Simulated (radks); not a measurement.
The numbers below are computed, except where a source is named.
Q: The mean radii <r> (bohr) of the occupied orbitals of an atom or ion are listed with their occupations. Level of theory: scalar-relativistic Kohn-Sham, PBEsol, spin-polarised, spherical densities, finite nucleus; Fermi nuclear charge, rms radius of each element as measured or else 0.836 A^(1/3) + 0.57 fm (a radial shooting solver on a logarithmic mesh with Libxc functionals).

orbital  occ.      <r>
1s up       1  0.07310
1s down     1  0.07308
2s up       1   0.3422
2s down     1   0.3419
2p up       3   0.3057
2p down     3   0.3055
3s up       1   0.9643
3s down     1   0.9683
3p up       2   0.9887

Name the element and its charge. Open shells, if any, are filled with parallel spins first.

A: Z = 21, scandium, charge +7: Sc7+ in [Ne] 3s2 3p2. The 1s radius gives Z: for a bare nucleus <r> = (2 gamma + 1)/(2Z) with gamma = sqrt(1 - (Z/c)^2), 0.07087 bohr for Z = 21, and screening makes it slightly larger (0.07310 here). The occupations add up to 14, and the charge is Z minus that.
